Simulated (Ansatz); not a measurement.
Input file for CH5AlN2O (`N/C(O)=[N]\[AlH2]`):

```yaml
crystal:
  periodic: [false, false, false]
  atoms:
    - {symbol: N, position_ang: [-1.238044, 1.060310, 0.869957]}
    - {symbol: C, position_ang: [-0.773682, -0.008654, 0.170797]}
    - {symbol: O, position_ang: [-1.795284, -0.864829, -0.082079]}
    - {symbol: N, position_ang: [0.402663, -0.192082, -0.219176]}
    - {symbol: Al, position_ang: [2.045605, -0.327322, -0.748070]}
    - {symbol: H, position_ang: [-0.555613, 1.667117, 1.282840]}
    - {symbol: H, position_ang: [-2.141072, 0.994925, 1.304215]}
    - {symbol: H, position_ang: [-1.413586, -1.581603, -0.600048]}
    - {symbol: H, position_ang: [2.466023, 0.298710, -2.142489]}
    - {symbol: H, position_ang: [3.086191, -1.097771, 0.167053]}
basis:
  gaussian: {orbitals: def2-TZVPP}
correlation: {method: ccsd_t}
```

```sh
$ ansatz run in.yaml --threads 4 --pin off --events-out ev --progress --plain --max-ram 10444MiB
```

Output of Ansatz, abridged:

```
Functional definition: HF
1429 factors; integrals over basis functions are off by at most 9.1e-4 eV
mean field evaluation 1: about -12691.4794 eV, gradient 5.0e1 eV
mean field evaluation 2: about -12691.7120 eV, gradient 5.0e1 eV
mean field evaluation 4: about -12696.7166 eV, gradient 4.4e0 eV
mean field evaluation 8: about -12696.7919 eV, gradient 3.8e-1 eV
mean field -12696.79280778 eV, -466.5985294907 hartree, gradient 1.8e-6 eV, S^2 0.000000; 0 other end points of the search recorded, 0 dependent functions left out
9 core orbitals not correlated: weight in the atoms' cores, before any rotation towards them, 1.000 or more for the frozen orbitals, at most 0.000 for the correlated occupied ones
reference -12696.79280778 eV, -466.5985294907 hartree; 14, 14 occupied and 213, 213 virtual orbitals, 1429 factors
second order -23.99206320 eV of doubles, -0.00000000 eV of singles
cycle   1  -23.91728310 eV  change    7.5e-2 eV  update   1.1e-1
cycle   2  -24.53127409 eV  change   -6.1e-1 eV  update   3.4e-2
cycle   3  -24.67574138 eV  change   -1.4e-1 eV  update   1.8e-2
cycle   4  -24.65637970 eV  change    1.9e-2 eV  update   4.5e-3
cycle   5  -24.65583742 eV  change    5.4e-4 eV  update   2.2e-3
cycle   6  -24.65676150 eV  change   -9.2e-4 eV  update   6.7e-4
cycle   7  -24.65631604 eV  change    4.5e-4 eV  update   3.1e-4
cycle   8  -24.65619266 eV  change    1.2e-4 eV  update   1.1e-4
cycle   9  -24.65624767 eV  change   -5.5e-5 eV  update   4.6e-5
cycle  10  -24.65626226 eV  change   -1.5e-5 eV  update   1.5e-5
perturbative correction -1.02258757 eV, -0.0375794001 hartree
Total energy: -12722.47165761 eV, -467.5422098163 hartree
```

Hardware: 4 threads of an Arm Neoverse V2 on a shared host. Wall time 83 s, peak host memory 4.4 GiB.

Correlation energy per correlated electron: -0.917 eV. T1 diagnostic: 0.0136.
